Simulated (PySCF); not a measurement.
**GeO and its ions**

PBE; basis Ge def2-TZVPPD, O def2-TZVPPD; no relativity; PySCF 2.14. Neutral (UKS): singlet (closed shell), Re = 1.648 Å, ωe = 955 cm⁻¹, De = 7.35 eV, HOMO -7.24 eV, LUMO -2.96 eV.

GeO⁺ (UKS): doublet (π ↑), Re = 1.801 Å, ωe = 702 cm⁻¹, De = 4.22 eV to Ge⁺ + O. The energies at the minima are -2151.88290 hartree for GeO and -2151.47743 for GeO⁺.

Work out the adiabatic ionisation energy, without and with harmonic zero-point energies (1 hartree = 27.2114 eV, 1 eV = 8065.5 cm⁻¹), and the change of the bond length.

At PBE: 0.40547 hartree = 11.033 eV between the minima; the zero-point term (702.0 − 955.0)/2 cm⁻¹ = -0.016 eV makes it 11.018 eV. Re changes by +15.3 pm against the neutral. Minus the HOMO energy is 7.24 eV, -3.79 eV from the value between the minima; self-interaction puts the Kohn–Sham level too high, less so with exact exchange. The electron leaves a π orbital; in so polar a molecule the change of length follows mostly from the change of the ionic charges.

Spin–orbit coupling is left out. For an ion De counts to the pair picked by the measured ionisation energies or electron affinities, which need not be the lowest pair at this level. States were picked by a PBE0 search and need not be the measured ground states.
